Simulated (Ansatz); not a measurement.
The first iterations of a band of ClH + ClH4HfNO2 (11 atoms, charge 0, multiplicity 1).

Method: RKS B3LYP/def2-SVP (Ansatz).

```yaml
movable_images: 8
climbing_image: no
spring: 5.0 eV/Å²
optimiser: quadratic models (default)
start_path: through a guess of the saddle point
force_threshold: 0.05 eV/Å
iteration_limit: 60
end_points: relaxed
```

First end point:

```xyz
11
Properties=species:S:1:pos:R:3
Hf -0.163 -0.201 0.100
N 0.001 0.199 2.144
H -0.817 0.368 2.735
H 0.715 -0.231 2.735
O 1.642 -0.403 -0.516
H 2.500 -0.392 -0.944
Cl -1.443 1.546 -0.905
O -1.136 -1.840 -0.136
H -1.518 -2.710 -0.257
Cl 1.603 2.885 1.864
H 0.858 1.793 2.079
```

Last end point:

```xyz
11
Properties=species:S:1:pos:R:3
Hf -0.024 0.478 0.070
N 0.547 0.045 2.405
H -0.134 -0.600 2.812
H 1.467 -0.397 2.464
O 1.785 -0.215 -0.179
H 2.382 -0.514 -0.871
Cl -0.589 0.807 -2.244
O -1.404 -0.839 0.503
H -2.066 -1.380 0.063
Cl -0.288 2.741 0.891
H 0.567 0.885 2.986
```

| iteration | highest image above the first end (eV) | largest band force component (eV/Å) |
| --- | --- | --- |
| 1 | 2.616 | 15.683 |
| 2 | 0.666 | 2.251 |
| 3 | 0.204 | 1.541 |
| 4 | 0.099 | 1.961 |
| 5 | 0.072 | 1.505 |
| 6 | 0.037 | 1.588 |
| 7 | 0.035 | 1.024 |
| 8 | 0.033 | 0.727 |
| 9 | 0.029 | 0.977 |
| 10 | 0.027 | 0.487 |

Task: Does the band converge within its limit, and where does its top end?

Result: The run converged. It ended after 31 iterations with the highest image 0.000 eV above the first end. The highest image is an end point: on this band no image between the ends rises above it. Inner images lie up to 0.004 eV below the lower end, so the ends aren't the lowest states on this path. The orbitals stay closed-shell, which can raise the energy where a bond breaks towards radicals; this wasn't checked here.

The run took 4.7 min on 4 threads of AMD EPYC 9R45 96-Core Processor (Zen 5), with other jobs on the host, peak memory 0.39 GiB.
